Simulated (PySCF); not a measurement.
# Where the electron goes

Compound: C5HF3N2O.
Geometry (GFN2-xTB, Å), atoms numbered from 1 in this order:
```
atom  x, y, z in Å
C1     3.572    0.520   -0.025
C2     2.434    0.162    0.113
C3     1.100   -0.243    0.265
N4     0.660   -1.276    0.927
N5    -0.666   -1.286    0.809
C6    -0.988   -0.263    0.085
C7    -2.358    0.166   -0.333
F8    -3.295   -0.650    0.134
F9    -2.474    0.196   -1.667
F10   -2.638    1.400    0.106
O11    0.083    0.451   -0.301
H12    4.571    0.823   -0.140
```

The calculation used PySCF 2.14.0, density-fitted response routines, TDDFT CAM-B3LYP/def2-SVPD, vertical, gas phase, core orbitals frozen in the response.

Frontier orbitals with the atoms that hold most of them (Löwdin shares over 4%, at most four atoms; ? is withheld):

| orbital | ε (eV) | atoms |
| --- | --- | --- |
| HOMO-3 | -12.13 | C2 28%, C1 20%, C3 18%, C6 11% |
| HOMO-2 | -10.98 | C2 41%, C1 38%, N4 8%, C3 5% |
| HOMO-1 | -10.26 | ? |
| HOMO | -9.72 | ? |
| LUMO | ? | C3 17%, C1 16%, O11 14%, C6 13% |
| LUMO+1 | 0.44 | N5 32%, N4 18%, C6 17%, C1 6% |
| LUMO+2 | 0.60 | C1 32%, C2 28%, C3 10%, H12 9% |

(1) Give the leading atoms of the HOMO-1.

(2) Which atoms hold the HOMO, and with what shares?

(3) What is the LUMO energy, and the HOMO–LUMO gap?

## Answers

(1) N4 (bonded to C and N) 39%; N5 (bonded to C and N) 38%; C3 (bonded to C, N and O) 8%; C6 (bonded to C, N and O) 7%. By element: nitrogen 78%, carbon 15% or more.

(2) C1 (bonded to C and H) 23%; C2 (bonded to 2 C) 18%; N4 (bonded to C and N) 15%; C6 (bonded to C, N and O) 15%. By element: carbon 56% or more, nitrogen 15% or more.

(3) ε(LUMO) = -1.32 eV; the gap is 8.40 eV (0.3088 hartree).

The HOMO–LUMO gap is 8.40 eV. Where does the response calculation put the lowest singlet, and from which orbitals?

S1 is at 5.06 eV (f = 0.0001), 3.35 eV below the gap, made of HOMO-1→LUMO (96%). Its leading pair isn't HOMO and LUMO; the energies of that pair differ by 8.95 eV. 

Give energy, strength and leading configuration of S1, S2, S3 and S5, and follow the Löwdin shares of the leading atoms from the occupied to the empty orbital.

- S1 (5.06 eV, f 0.0001), HOMO-1→LUMO (96%): N4 39% → at most 14%, N5 38% → at most 14%, C3 8% → 17%, C1 at most 8% → 16%
- S2 (5.46 eV, f 0.341), HOMO→LUMO (88%): C1 23% → 16%, C2 18% → at most 14%, C3 at most 15% → 17%
- S3 (5.61 eV, f 0.0001), HOMO-2→LUMO (87%): C2 41% → at most 14%, C1 38% → 16%, C3 5% → 17%
- S5 (6.33 eV, f 0.011), HOMO-1→LUMO+1 (79%): N4 39% → 18%, N5 38% → 32%

On one thread of an Arm Neoverse V1, on a shared host, this took 62 s wall and 1.1 GiB of memory at its peak.
